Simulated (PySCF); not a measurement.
CH₆GeO₃, SMILES C[O][GeH]([OH])[OH].

Coordinates come from a B3LYP-D3(BJ)/def2-SVP optimisation. This is a generated structure with no PubChem entry under its InChIKey; it may be hypothetical. One conformer was computed; it need not be the lowest.

Two levels are set side by side: PBE/def2-TZVP (PySCF) and HF/def2-TZVP (PySCF). Same geometry, gas phase. Differences are taken from unrounded values.

```
quantity                         HF    PBE  PBE minus HF
---------------------------  ------  -----  ------------
orbital gap (eV)              15.77   5.86         -9.91
highest occupied level (eV)  -12.29  -6.53          5.75
lowest empty level (eV)        3.49  -0.67         -4.16
dipole moment (D)              1.72   1.51         -0.21
mean polarisability (bohr³)    45.3   53.2           7.9
```

Without exact exchange PBE keeps part of each electron's self-repulsion, which lifts occupied levels and narrows the gap. Loosely held outer electrons make PBE densities more polarisable. Differences between two approximate levels are no errors against the true value.

Rough cost on one machine, each run with all the roots and properties that it gave: HF against PBE about 1/3.
